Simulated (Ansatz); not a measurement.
The same ligand exchange along the group F, Cl, Br, I.

Isolated molecules relaxed with PBE0-D4/def2-TZVP in Ansatz; ΔE leaves out vibrations. CCSD(T)/CBS is the MP2 limit (def2-TZVPP, def2-QZVPP) plus CCSD(T) − MP2 in def2-TZVPP, frozen cores. This one scheme is used for every species. DFT in def2-TZVPP. Elements past krypton have def2 core potentials. For Br, Ge, I outer-core shells are correlated without core-valence functions, which leaves a few kJ/mol of doubt a bond. Scalar relativity is left out up to krypton. Each species was taken in one conformer, which may not be the lowest.

```json
{"reaction": "`F[SiH2][SiH3]` + `[SH][GeH3]` → `[SiH3][SiH2][S][GeH3]` + H–F", "CCSD(T)/CBS(def2) (eV)": "0.53"}
{"reaction": "`[SiH3][SiH2]Cl` + `[SH][GeH3]` → `[SiH3][SiH2][S][GeH3]` + HCl", "CCSD(T)/CBS(def2) (eV)": "0.26"}
{"reaction": "`[SiH3][SiH2]Br` + `[SH][GeH3]` → `[SiH3][SiH2][S][GeH3]` + HBr", "CCSD(T)/CBS(def2) (eV)": "?"}
{"reaction": "`[SiH3][SiH2]I` + `[SH][GeH3]` → `[SiH3][SiH2][S][GeH3]` + HI", "CCSD(T)/CBS(def2) (eV)": "0.26"}
```

**Question.** Fill in the missing values. (Best estimate.)

**Answer.** Computed: `[SiH3][SiH2]Br` + `[SH][GeH3]` → `[SiH3][SiH2][S][GeH3]` + HBr: +0.28 eV.

Largest T1 diagnostic: 0.012, for `F[SiH2][SiH3]`.
